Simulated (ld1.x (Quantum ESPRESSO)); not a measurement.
# Ranking RRKJ potentials for Ne (Z = 10)

All share these settings but for the change named:

ld1.x (Quantum ESPRESSO) 7.5 input, shortened:

```
&input
   title='Ne', zed=10., rel=1, dft='PZ', iswitch=3,
   config='[He] 2s2 2p6'
 /
 &inputp
   pseudotype=2, tm=.false., rho0=0.005, lloc=1,
   nlcc=.true., new_core_ps=.true., rcore=0.45
 /
2
2S  1  0   2.00   0.00  0.60  0.60  0.0
2P  2  1   6.00   0.00  1.00  1.00  0.0
 &test
   configts(1)='2s2 2p6'
 /
```

Test errors are all-electron minus pseudo excitation energies from the reference, over 2s2 2p5; 2s2 2p4; 2s2 2p3; 2s2 2p2; 2s2 2p5.5; 2s1 2p6. None of these files shows a bound ghost.

The base gives 409.9 meV.

Of 6 variants that were run, those that failed, showed a ghost or another fault, or gave nearly equal values are left out.

A variant can come out equal or close to the base, since the largest error may sit in a test that the change hardly touches while other tests move.

(1) Rank these variants by their largest absolute test error, smallest first.
A. local potential the s channel
B. functional PBE
C. wave 2p (bound): rc 1.00 bohr becomes 2p (bound): rc 1.32 bohr

## Answers

(1) B (392.7 meV), A (865.5 meV), C (1743.1 meV).
